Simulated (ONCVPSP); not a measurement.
## Before and after: ONCV potential for strontium

Sr, optimised norm-conserving Vanderbilt (ONCV), made with ONCVPSP 4.0.1 (PBE, fully relativistic). Core [Ar] 3d10, reference 4s2 4p6 5s1 5p1. Waves: 4s+5s: rc 2.60 bohr, ncon 4, nbas 7, qcut 4.5 1/bohr, 2 projectors; 4p+5p: rc 2.15 bohr, ncon 4, nbas 7, qcut 7.9 1/bohr, 2 projectors; d scattering state at 0.16 Ha: rc 2.25 bohr, ncon 3, nbas 8, qcut 3.7 1/bohr, 2 projectors, debl 0.8 Ha. Local part: polynomial inside 2.10 bohr (lpopt 5, dvloc0 3 Ha). Core correction: Teter function, fcfact 6, rcfact 1.6.

Open shells are filled in proportion to 2j + 1.

In the d channel the program set the typed energies aside and used 0.050, 0.850 Ha (j = l + 1/2; the other j can differ).

Change: s: qcut 6; p: qcut 10.6; d: qcut 4.9.

Cutoffs: the cutoffs (Ha) at which the residual kinetic energy of the hardest occupied pseudo-wave falls to 1 and 0.1 mHa per electron; they do not see the model core or the augmentation charge, which bear on the density cutoff. Errors are all-electron minus pseudo energies relative to the spin-unpolarised reference configuration.

Problem. Predict the effect on cutoff, ghosts and configuration errors.

Solution. The potential gets harder (14 Ha and 19 Ha → 18 Ha and 23 Ha); the errors of the 4 common tests hardly move; the range in which the d5/2 phases agree widens (upper end 2.5 → at the end of the scan); the range in which the d3/2 phases agree widens (upper end 2.4 → at the end of the scan); neither file shows a bound ghost.

```csv
quantity,base,changed
"cutoff, loose",14 Ha,18 Ha
"cutoff, tight",19 Ha,23 Ha
loose cutoff by channel,"s 3.8 Ha, p 14 Ha","s 8.8 Ha, p 18 Ha"
bound ghosts,none,none
GHOST(+) flags under 300 eV,none,none
"error for 4s2 4p6 5s2 5p0, meV [ΔE -2.30 eV]",-0.7,-0.6
"error for 4s2 4p6 5s1 5p0, meV [ΔE 3.59 eV]",0.0,0.0
"error for 4s2 4p6 5s0 5p0, meV [ΔE 14.59 eV]",-1.9,-1.6
"error for 4s2 4p6 5s0 5p2, meV [ΔE 2.41 eV]",-1.0,-0.8
s: phases at 2.64 bohr within 0.05 rad from the reference energy up to (Ha; the scan ends near 5),2.9,3.6
p3/2: phases at 2.18 bohr within 0.05 rad from the reference energy up to (Ha; the scan ends near 5),to the end of the scan,to the end of the scan
p1/2: phases at 2.18 bohr within 0.05 rad from the reference energy up to (Ha; the scan ends near 5),to the end of the scan,to the end of the scan
d5/2: phases at 2.29 bohr within 0.05 rad from the reference energy up to (Ha; the scan ends near 5),2.5,to the end of the scan
d3/2: phases at 2.29 bohr within 0.05 rad from the reference energy up to (Ha; the scan ends near 5),2.4,to the end of the scan
"rms error of d²Exc/dni dnj with the model core, mHa",2.47,2.46
```
